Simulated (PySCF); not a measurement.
## Exact mass, isotope pattern and composition

Species: `FC1=CNBC=C1`.

All values are calculated from tables of isotopes.

**Question.** Find the molar and monoisotopic masses of C4H5BFN.

**Answer.** For C4H5BFN, with standard atomic weights, 1 × 18.998 + 4 × 12.011 + 1 × 14.007 + 1 × 10.810 + 5 × 1.008 = 96.899 g/mol. From the most abundant isotopes (19F, 12C, 14N, 11B, 1H), 1 × 18.998403 + 4 × 12.000000 + 1 × 14.003074 + 1 × 11.009305 + 5 × 1.007825 = 97.0499 u.

**Question.** What cluster does the molecular ion M+• show when like nominal masses merge?

**Answer.** 
```json
{"nominal mass": "96", "m/z (centroid)": "96.0530", "relative intensity": "24.6"}
{"nominal mass": "97", "m/z (centroid)": "97.0494", "relative intensity": "100.0"}
{"nominal mass": "98", "m/z (centroid)": "98.0523", "relative intensity": "4.7"}
```

Lines under 0.1 % of the tallest are left out. One electron mass, 0.00055 u, is taken off. Abundances used (%; other tables differ somewhat): 12C 98.93, 13C 1.07; 14N 99.632, 15N 0.368; 10B 19.9, 11B 80.1; 1H 99.9885, 2H 0.0115.

**Question.** Elemental analysis, calculated?

**Answer.** F 19.61 %, C 49.58 %, N 14.46 %, B 11.16 %, H 5.20 %.

**Question.** Which m/z would the protonated, sodiated and deprotonated molecule have?

**Answer.** [M+H]+ 98.0572, [M+Na]+ 120.0391, [M−H]− 96.0426, for the monoisotopic species (arithmetic only; whether such ions form is another matter).

**Question.** Resolve the fine structure: one atom at a time replaced by a minor isotope.

**Answer.** Intensity in % of the monoisotopic species:

| isotope | mass shift (u) | m/z | intensity (%) |
| --- | --- | --- | --- |
| 10B | -0.99637 | 96.0530 | 24.84 |
| 15N | +0.99703 | 98.0464 | 0.37 |
| 13C | +1.00335 | 98.0527 | 4.33 |
| 2H | +1.00628 | 98.0556 | 0.06 |

Species under 0.02 % are left out.

**Question.** What resolving power m/Δm just matches the spacing of the species with one 15N and with one 13C?

**Answer.** They lie 0.00632 u apart at mass 98.05, so m/Δm is about 16000.
